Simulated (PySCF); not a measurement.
Coordinates in bohr (charge 0 multiplicity 1):
```
Sr    3.5406    0.0000    0.0000
Sr   -3.5406    0.0000    0.0000
H     0.0000    2.7457    0.0000
H     0.0000   -2.7457    0.0000
H     7.6865    0.0000    0.0000
H    -7.6865    0.0000    0.0000
```

Level of theory: PBE0 in PySCF with Sr def2-TZVP with ECP28, H def2-TZVP; scalar-relativistic core potentials, no spin–orbit coupling; density-fitted integrals.

This geometry of Sr₂H₄ is a stationary point at this level.

Q: What is the point group?

A: D2h.

Q: Is it a minimum?

A: No: it has 2 imaginary modes, at 128i cm⁻¹ (b2g), 102i cm⁻¹ (b3u).

Q: List the harmonic modes with their infrared intensities.

A: 
| symmetry | ω (cm⁻¹) | IR (km/mol) |
| --- | --- | --- |
| b2g | 128i | – |
| b3u | 102i | – |
| ag | 123 | 0.0 |
| b2u | 187 | 530 |
| b3g | 208 | 0.0 |
| b3u | 406 | 592 |
| b2u | 819 | 838 |
| ag | 870 | 0.0 |
| b3g | 886 | 0.0 |
| b1u | 996 | 2361 |
| b1u | 1176 | 651 |
| ag | 1191 | 0.0 |

Q: What are the dipole moment and the gap between the highest occupied and lowest empty levels?

A: 0.00 D and 4.14 eV.

In D2h the vibrations span b2g + 2b3u + 3ag + 2b2u + 2b3g + 2b1u. The ag, b2g, b3g modes carry no infrared intensity, as symmetry demands. With a centre of inversion only u modes can be infrared active and only g modes Raman active.

Only a few start shapes were tried, so a lower isomer may exist. At this level a singlet minimum of C2h symmetry lies 8 kJ/mol below this structure.
